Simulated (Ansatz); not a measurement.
`[BH2][Al]1[CH2][CH]1C` from Hartree–Fock to CCSD(T)

Z-matrix (Å, degrees):
```
C
Al 1 1.954
C 1 1.520 2 67.7
H 1 1.088 2 119.3 3 -109.9
H 1 1.089 2 117.7 3 108.6
B 2 2.056 1 157.2 3 -177.6
C 3 1.508 1 118.0 2 116.2
H 3 1.090 1 113.5 2 -107.5
H 6 1.197 2 121.4 1 -92.1
H 6 1.197 2 121.5 1 88.9
H 7 1.095 3 111.9 1 -47.8
H 7 1.098 3 111.1 1 71.2
H 7 1.092 3 111.7 1 -168.1
```

Total charge 0; spin multiplicity 1. Geometry: relaxed with PBE0-D4/def2-TZVP. Frozen core, restricted reference, the Gaussian-basis code of Ansatz. CBS rows extrapolate triple and quadruple zeta; past MP2 they add the triple-zeta difference.

```json
{"basis": "def2-TZVPP", "HF (Eh)": "-384.80883", "MP2 corr.": "-0.69505"}
{"basis": "def2-QZVPP", "HF (Eh)": "-384.82223", "MP2 corr.": "-0.73838"}
```

**Question.** Estimate the CCSD correlation energy and the (T) correction in each basis where they were run (hartree).

**Answer.** 
| basis | CCSD corr. | (T) |
| --- | --- | --- |
| def2-TZVPP | -0.74894 | -0.03309 |
| CBS(def2) | -0.82437 | as TZ |
